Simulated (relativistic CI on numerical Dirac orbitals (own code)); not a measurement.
One change at a time: Bi¹⁴⁺

Base calculation: Dirac-Coulomb-Breit CI, orbitals from a KLI potential per configuration, QED by a radiative potential, unscaled Slater integrals.

Configurations in the expansion (outside the closed core [Kr] 4d10 4f14): 5s2 5p6 5d, 5s2 5p6 5f, 5s2 5p5 5d2, 5s2 5p6 6s, 5s2 5p6 6p, 5s2 5p6 5g, 5s 5p6 5d2, 5s2 5p5 5d 5f, 5s2 5p6 6d, 5s2 5p5 5d 5g, 5s 5p6 5d 5f, 5s2 5p6 7s, 5s2 5p5 5d 6s, 5p6 5d3, 5p5 5d4. Double excitations out of closed p, d and f shells are left out; levels of such configurations are missing from the list, as are those of other unlisted configurations, and high levels can miss mixing partners. Some configurations lack a partner that the ground configuration has and come out too high, among them 5s2 5p5 5d 5f, 5s2 5p5 5d 5g, 5s2 5p5 5d 6s.

Variants: (1) non-relativistic limit. Shifts of the energy above 5s2 5p6 5d 2D_3/2, in cm⁻¹, for the lowest level and the first level of each name with at least 55 % of one term (blank where a level changes its place among those of its configuration and J or its character, or is not in the variant):

| Level | Base | Δ(1) |
| --- | --- | --- |
| 5s2 5p6 5d 2D_3/2 | 0 | 0 |
| 5s2 5p6 5d 2D_5/2 | 36576 | -36575 |
| 5s2 5p6 6s 2S_1/2 | 506101 | +109996 |
| 5s2 5p5 5d2 4D°_1/2 | 545362 | -38220 |
| 5s2 5p5 5d2 4D°_3/2 | 547405 | -40262 |
| 5s2 5p5 5d2 4G°_9/2 | 588302 | -63138 |
| 5s2 5p5 5d2 4G°_11/2 | 599545 | -74381 |
| 5s2 5p5 5d2 2H°_11/2 | 631382 | -71852 |
| 5s2 5p6 6p 2P°_1/2 | 650862 | +94593 |
| 5s2 5p5 5d2 2G°_9/2 | 651356 |  |
| 5s2 5p5 5d2 2P°_3/2 | 696610 |  |
| 5s2 5p6 6p 2P°_3/2 | 733824 | +11631 |
| 5s2 5p6 6d 2D_3/2 | 974781 | +7482 |
| 5s2 5p6 6d 2D_5/2 | 989400 | -7136 |

At this charge transitions that keep the count of f electrons are usually good to a few per cent. Terms inside the open d or f shell come out 10 to 20 % too wide with unscaled integrals. Levels and lines within the n = 5 or 6 shells can be off by up to 10 % or somewhat more, and those that change n by about 2 %, since core polarisation is missing. Levels that differ in their count of f electrons can be misplaced by several ten thousand cm⁻¹, since the correlation energy of f electrons is missing or only estimated; rates across such gaps can be off by orders of magnitude.

Ionisation energy from one configuration of each of the two ions, the ground ones as tabulated or assumed: base 273.763 eV. The NIST ASD value (semi-empirical) is 272.6 ± 2.5 eV.

LS names give the leading component of a level, which can be under half, so a name can repeat, a term be missing and a line seem to break the LS rules.
